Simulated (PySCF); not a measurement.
Run record: excited-state job, `Cn1cnnc1Br` (3-bromo-4-methyl-1,2,4-triazole).

Computed with TDDFT CAM-B3LYP/def2-SVPD, vertical, gas phase, core orbitals frozen in the response (PySCF 2.14.0, density-fitted response routines). Geometry: GFN2-xTB. A driver script takes a list of jobs; this job's settings line and coordinates (Å) are shown.

Command:
```bash
OMP_NUM_THREADS=1 python probes_run.py task.json out
```

Input:
```
{"job": {"kind": "uv", "xc": "CAM-B3LYP", "basis": "def2-SVPD", "nstates": 8, "ntriplets": 3}, "charge": 0, "multiplicity": 1}
C     -1.411730    -0.106835    -0.072789
N      0.021119    -0.074882    -0.024421
C      0.921308    -1.058744    -0.291325
N      2.136656    -0.627563    -0.129798
N      2.080397     0.654398     0.248563
C      0.824015     0.978554     0.310132
Br     0.124224     2.633265     0.781759
H     -1.781655     0.631011    -0.787519
H     -1.732570    -1.100432    -0.378611
H     -1.827264     0.123084     0.910353
H      0.650925    -2.049185    -0.592307
```

Output:
```
coarse grid: 48120 points
cycle   1  E = -2854.5033454313  dE =  5.175e-01  |g| = 5.786e-01  |ddm| = 5.474e+00
cycle   2  E = -2854.4107469503  dE =  9.260e-02  |g| = 9.139e-01  |ddm| = 2.401e+00
cycle   3  E = -2854.5911185705  dE = -1.804e-01  |g| = 7.891e-02  |ddm| = 1.407e+00
cycle   4  E = -2854.5920635109  dE = -9.449e-04  |g| = 4.225e-02  |ddm| = 2.139e-01
cycle   5  E = -2854.5924403671  dE = -3.769e-04  |g| = 1.467e-02  |ddm| = 8.015e-02
cycle   6  E = -2854.5924897228  dE = -4.936e-05  |g| = 3.613e-03  |ddm| = 2.516e-02
cycle   7  E = -2854.5924932412  dE = -3.518e-06  |g| = 1.228e-03  |ddm| = 8.684e-03
final grid: 101168 points
cycle   8  E = -2854.5924814977  dE = -8.229e-08  |g| = 1.398e-03  |ddm| = 5.115e-03
cycle   9  E = -2854.5924811120  dE =  3.857e-07  |g| = 1.948e-03  |ddm| = 4.820e-03
cycle  10  E = -2854.5924819938  dE = -8.817e-07  |g| = 1.670e-04  |ddm| = 2.902e-03
cycle  11  E = -2854.5924820007  dE = -6.932e-09  |g| = 6.689e-05  |ddm| = 2.492e-04
cycle  12  E = -2854.5924820023  dE = -1.625e-09  |g| = 3.492e-05  |ddm| = 2.463e-04
cycle  13  E = -2854.5924820027  dE = -3.447e-10  |g| = 3.716e-06  |ddm| = 6.371e-05
converged SCF energy = -2854.5924820027

Static polarisability (au): isotropic 73.570, principal 50.629 76.140 93.941

Singlet excitations
state   eV       nm        f      main configurations
  1   5.9122    209.7   0.00046   H->L 0.71, H-1->L+2 0.09
  2   6.0112    206.3   0.00000   H-1->L+2 0.88
  3   6.5032    190.7   0.01222   H-1->L+3 0.82, H-1->L+6 0.11
  4   6.6850    185.5   0.15926   H->L+2 0.56, H-1->L 0.32
  5   6.7160    184.6   0.07071   H-1->L 0.46, H->L+2 0.38
  6   6.9662    178.0   0.02740   H->L+1 0.80
  7   7.0383    176.2   0.00203   H-3->L 0.74
  8   7.2739    170.5   0.00226   H->L+3 0.57, H-2->L+2 0.30

Triplet excitations (Tamm-Dancoff, eV): 4.9008 5.3858 5.4020
```

The SCF starts on a coarse grid where the log names one; the energy can jump when the final grid takes over, and dE then counts from the start density on the new grid. H and L stand for HOMO and LUMO; the number after each pair is its weight.

**Question.** Which computed singlet has the largest oscillator strength, and what do all of them sum to?

**Answer.** State 4 at 6.68 eV (185 nm), f = 0.159; the 8 states sum to 0.274.

In short: HOMO -8.76 eV, LUMO 0.55 eV; lowest singlet 5.91 eV; lowest triplet 4.90 eV (Tamm–Dancoff); mean polarisability 73.6 au.

 The CAM-B3LYP/def2-SVPD calculation is non-relativistic and has no spin–orbit coupling, an omission that weighs most on bromine.

The run took 75 s wall (with the writing of density and orbital grids) on Arm Neoverse N1, one thread, no GPU, shared host, and the process peaked at 0.87 GiB of memory.
Labels such as C1 count atoms from 1, the log's own numbers from 0.
